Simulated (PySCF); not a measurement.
Dipole moment and polarisability across levels of theory

Species: GeH8OSi2.
Atom-mapped SMILES: `[SiH3:1][O:2][SiH2:3][GeH3:4]` (hydrogens: H5, H6, H7 on Si1; H8, H9 on Si3; H10, H11, H12 on Ge4)

PySCF, dipoles from the SCF density, polarisabilities from static response with core orbitals frozen. Isolated species at its PBE0-D3(BJ)/def2-SVP geometry (one conformer only). Relativistic effects, spin–orbit coupling among them, are left out although an element past zinc is present.

Q: Compare the levels for these properties.

A: 

```json
{"level": "LDA/def2-SVPD", "μ (D)": "0.375", "α (au)": "99.32", "anisotropy (au)": "27.26"}
{"level": "PBE/def2-SVPD", "μ (D)": "0.353", "α (au)": "96.66", "anisotropy (au)": "26.28"}
{"level": "B3LYP/def2-SVPD", "μ (D)": "0.406", "α (au)": "93.21", "anisotropy (au)": "23.38"}
{"level": "PBE0/def2-SVPD", "μ (D)": "0.390", "α (au)": "92.54", "anisotropy (au)": "23.15"}
{"level": "BHandHLYP/def2-SVPD", "μ (D)": "0.441", "α (au)": "89.12", "anisotropy (au)": "20.48"}
{"level": "CAM-B3LYP/def2-SVPD", "μ (D)": "0.427", "α (au)": "91.70", "anisotropy (au)": "21.83"}
{"level": "wB97X-D/def2-SVPD", "μ (D)": "0.407", "α (au)": "91.75", "anisotropy (au)": "21.99"}
{"level": "LC-wPBE/def2-SVPD", "μ (D)": "0.418", "α (au)": "89.60", "anisotropy (au)": "20.77"}
{"level": "HF/def2-SVPD", "μ (D)": "0.468", "α (au)": "84.55", "anisotropy (au)": "16.98"}
{"level": "PBE0/6-31G*", "μ (D)": "0.490", "α (au)": "74.35", "anisotropy (au)": "22.02"}
{"level": "PBE0/def2-SVP", "μ (D)": "0.443", "α (au)": "81.24", "anisotropy (au)": "19.81"}
{"level": "PBE0/aug-cc-pVDZ", "μ (D)": "0.368", "α (au)": "94.28", "anisotropy (au)": "23.63"}
{"level": "PBE0/def2-TZVP", "μ (D)": "0.369", "α (au)": "88.69", "anisotropy (au)": "22.04"}
{"level": "PBE0/def2-TZVPD", "μ (D)": "0.358", "α (au)": "93.24", "anisotropy (au)": "23.16"}
```

The anisotropy is √(½[(α1 − α2)² + (α2 − α3)² + (α3 − α1)²]). The dipole runs from 0.35 D (PBE/def2-SVPD) to 0.49 D (PBE0/6-31G*). No reference polarisability is at hand; against PBE0 in the largest diffuse basis at hand (def2-TZVPD) the other PBE0 rows deviate by 6-31G* -20%, def2-SVP -13%, def2-SVPD -1%, aug-cc-pVDZ +1%, def2-TZVP -5%. In one basis (def2-SVPD) the functionals order the polarisability from HF (lowest) to LDA (highest), a spread of 17%. With PBE0 the polarisability is 81.43 au without diffuse functions (mean of 6-31G*, def2-SVP and def2-TZVP) and 93.35 au with them (mean of def2-SVPD, aug-cc-pVDZ and def2-TZVPD).

Without π bonds the low states are Rydberg-like; a valence basis with one diffuse set may place them up to an eV too high.
